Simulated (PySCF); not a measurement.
1-bromo-2,2-dichloro-1-fluoroethene (C₂BrCl₂F), SMILES ClC(Cl)=C(F)Br. Atoms are numbered in the order given.

```xyz
6

F      1.9580    -0.0705     0.0000
C      0.6444    -0.1221     0.0000
Br    -0.0532    -1.8450     0.0000
C     -0.0933     1.0011     0.0000
Cl     0.6805     2.5318     0.0000
Cl    -1.8021     0.9939     0.0000
```

Geometry: PBE0-D3(BJ)/def2-SVP.

Level of theory: SMD-M06-2X/6-31G* (PySCF).

Solvation free energies are E(SMD) − E(gas) at the gas-phase geometry, for 1 M in both phases. Bromine has the revised SMD18 radius of 2.60 Å. In vacuum the dipole moment is 0.58 D.

Computed solvation free energies in water, ethanol, methanol:
| solvent | ΔG(solv) (kcal/mol) | its non-electrostatic (CDS) part | dipole (D) |
|---|---|---|---|
| water | 1.6 | 2.3 | 0.68 |
| ethanol | -2.8 | -2.1 | 0.68 |
| methanol | -2.7 | -2.0 | 0.68 |
